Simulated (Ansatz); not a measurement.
Steps of a relaxation of trimethylgallium (TMGa) (`[CH3][Ga]([CH3])[CH3]`) with RKS PBE-D4/def2-SVP.

```sh
$ ansatz run in.yaml --threads 4 --pin off --events-out ev --progress --plain --max-ram 10444MiB
```

```yaml
crystal:
  periodic: [false, false, false]
  atoms:
    - {symbol: C, position_ang: [-0.302500, 1.396000, -0.882800]}
    - {symbol: Ga, position_ang: [0.497600, 0.111200, -0.303000]}
    - {symbol: C, position_ang: [1.196600, -0.042100, 1.197200]}
    - {symbol: C, position_ang: [-0.770400, -1.494200, -0.435500]}
    - {symbol: H, position_ang: [0.429400, 2.223900, -0.931100]}
    - {symbol: H, position_ang: [-1.128400, 1.720500, -0.149500]}
    - {symbol: H, position_ang: [-0.788900, 1.357400, -1.894300]}
    - {symbol: H, position_ang: [2.040200, 0.769300, 1.177700]}
    - {symbol: H, position_ang: [1.709900, -0.996600, 1.503800]}
    - {symbol: H, position_ang: [0.471000, 0.205700, 2.003200]}
    - {symbol: H, position_ang: [-1.317400, -1.579100, -1.416200]}
    - {symbol: H, position_ang: [-1.607600, -1.264100, 0.336200]}
    - {symbol: H, position_ang: [-0.409000, -2.442700, -0.190800]}
basis:
  gaussian: {orbitals: def2-SVP}
hamiltonian: {xc: pbe, dispersion: d4}
relax: {f_tol: 0.03, max_steps: 200}
```

Positions (Å) and forces (eV/Å) along the path, 6 of 6 steps:

```xyz
13
step=1 energy=-55610.5061 eV
C    -0.302    1.396   -0.883   -5.213    9.700   -4.677
Ga    0.498    0.111   -0.303   -1.427   -9.543   -2.573
C     1.197   -0.042    1.197    6.711    0.126    7.599
C    -0.770   -1.494   -0.435   -1.814    1.934   -0.933
H     0.429    2.224   -0.931   -0.344    0.826   -0.104
H    -1.128    1.720   -0.149    0.931   -0.410   -0.622
H    -0.789    1.357   -1.894    0.150    0.002    0.461
H     2.040    0.769    1.178   -0.852   -0.897    0.957
H     1.710   -0.997    1.504   -0.332    0.473   -0.168
H     0.471    0.206    2.003    0.077    0.156   -0.162
H    -1.317   -1.579   -1.416    0.191   -0.028    0.349
H    -1.608   -1.264    0.336    0.997   -0.049   -0.729
H    -0.409   -2.443   -0.191    0.926   -2.291    0.601
13
step=2 energy=-55613.3849 eV
C    -0.341    1.504   -0.951   -1.344    4.099   -1.842
Ga    0.335    0.036   -0.228   -1.360   -4.454   -0.842
C     1.304   -0.038    1.290    2.902    0.536    2.694
C    -0.829   -1.595   -0.497   -0.407    0.885   -0.049
H     0.420    2.313   -0.990   -0.207    0.236   -0.095
H    -1.131    1.859   -0.238    0.194   -0.041   -0.130
H    -0.835    1.442   -1.942    0.083   -0.073    0.040
H     2.109    0.757    1.274   -0.337   -0.476    0.319
H     1.771   -1.002    1.581   -0.053    0.075   -0.112
H     0.614    0.239    2.116   -0.037    0.061    0.070
H    -1.370   -1.670   -1.467    0.102    0.005    0.137
H    -1.600   -1.314    0.285    0.205   -0.297   -0.351
H    -0.425   -2.567   -0.219    0.259   -0.555    0.161
13
step=3 energy=-55614.1910 eV
C    -0.342    1.592   -0.996   -0.329    0.820   -0.171
Ga    0.173   -0.052   -0.165    0.398   -0.554   -0.326
C     1.384   -0.020    1.339   -0.010   -0.041    0.642
C    -0.890   -1.647   -0.497   -0.123   -0.167    0.159
H     0.433    2.380   -1.010    0.022    0.018   -0.074
H    -1.134    1.941   -0.294   -0.095    0.206   -0.058
H    -0.821    1.493   -1.984    0.007    0.025   -0.150
H     2.152    0.766    1.311    0.229    0.139   -0.028
H     1.829   -0.997    1.595    0.117   -0.071    0.022
H     0.690    0.244    2.173    0.154   -0.015    0.123
H    -1.367   -1.696   -1.492   -0.043   -0.060   -0.011
H    -1.680   -1.430    0.262   -0.233   -0.353   -0.084
H    -0.408   -2.608   -0.228   -0.093    0.052   -0.043
13
step=4 energy=-55614.3267 eV
C    -0.359    1.633   -0.991   -0.154    0.459   -0.103
Ga    0.108   -0.042   -0.110    0.126   -0.241   -0.085
C     1.387   -0.010    1.373    0.051   -0.011    0.342
C    -0.927   -1.672   -0.480   -0.160   -0.190    0.083
H     0.469    2.370   -1.012   -0.016   -0.034   -0.040
H    -1.163    2.078   -0.362   -0.016    0.068   -0.045
H    -0.780    1.512   -2.007    0.017    0.001   -0.057
H     2.162    0.772    1.271    0.080    0.031   -0.017
H     1.865   -0.988    1.576    0.044   -0.015   -0.005
H     0.786    0.249    2.276    0.082   -0.012    0.024
H    -1.350   -1.720   -1.504    0.022   -0.011    0.030
H    -1.784   -1.597    0.230   -0.028   -0.138   -0.085
H    -0.392   -2.617   -0.247   -0.045    0.092   -0.041
13
step=5 energy=-55614.3640 eV
C    -0.388    1.680   -1.001    0.101   -0.252    0.025
Ga    0.064   -0.025   -0.066   -0.097    0.087    0.117
C     1.394   -0.013    1.420    0.038    0.014   -0.196
C    -0.959   -1.685   -0.461    0.028    0.059   -0.064
H     0.481    2.362   -1.044    0.034    0.090   -0.002
H    -1.191    2.186   -0.427   -0.041    0.052    0.010
H    -0.764    1.504   -2.028   -0.034    0.023   -0.021
H     2.178    0.756    1.264   -0.012   -0.004    0.032
H     1.881   -0.999    1.558   -0.004   -0.022    0.020
H     0.868    0.235    2.365   -0.025    0.013    0.056
H    -1.329   -1.715   -1.504   -0.009   -0.004   -0.017
H    -1.849   -1.722    0.204   -0.008    0.009    0.023
H    -0.365   -2.598   -0.264    0.030   -0.065    0.018
13
step=6 energy=-55614.3682 eV
C    -0.387    1.673   -0.997   -0.016    0.005    0.010
Ga    0.039   -0.016   -0.038    0.017   -0.002   -0.009
C     1.393   -0.012    1.418   -0.011    0.004    0.014
C    -0.959   -1.683   -0.460   -0.016    0.002    0.011
H     0.482    2.360   -1.047    0.004   -0.002    0.006
H    -1.192    2.206   -0.444    0.010   -0.004   -0.010
H    -0.763    1.493   -2.024   -0.003   -0.006    0.001
H     2.180    0.752    1.259   -0.004    0.003   -0.004
H     1.874   -1.002    1.550   -0.005   -0.003   -0.002
H     0.887    0.236    2.377    0.010   -0.004   -0.009
H    -1.320   -1.707   -1.508   -0.001    0.007   -0.003
H    -1.855   -1.740    0.197    0.010   -0.003   -0.009
H    -0.357   -2.594   -0.266    0.005    0.003    0.005
```

Run time 8 s (4 threads of an Arm Neoverse V2 on a shared host); peak host memory 0.17 GiB.
